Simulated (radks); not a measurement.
Results of a calculation; reference values are marked as such.
Problem. These are the eigenvalues of the occupied orbitals of an atom or ion with whole-number occupations (hartree). Code: a radial shooting solver on a logarithmic mesh with Libxc functionals. Model: scalar-relativistic Kohn-Sham, PBE, spin-polarised, spherical densities, point nucleus.

1s down: -2798.894
1s up: -2798.894
2s up: -490.3576
2s down: -490.3487
2p up: -426.0468
2p down: -426.0396
3s up: -115.4483
3s down: -115.4193
3p up: -96.64824
3p down: -96.61846
3d up: -75.96795
3d down: -75.94199
4s up: -25.33217
4s down: -25.27899
4p up: -19.14899
4p down: -19.09805
4d up: -11.56489
4d down: -11.51398
5s up: -4.21167
5s down: -4.14040
4f up: -3.13399
4f down: -3.07925
5p up: -2.57647
5p down: -2.49721
5d up: -0.72935
5d down: -0.65172
6s up: -0.56334
6s down: -0.52530

Which element is it, and in what charge state? The configuration may be excited. Open shells, if any, are filled with parallel spins first.

Solution. Z = 77, iridium, charge +1: Ir+ in [Xe] 4f13 5d7 6s2. The list shows which subshells hold electrons but not how many an open one holds; the 1s level, -2798.9 hartree, gives Z - s = 74.8 by -(Z - s)^2/2, which with screening and relativity narrows Z to a few neighbours, and the depths of the outer levels then fix element, charge and occupations together.
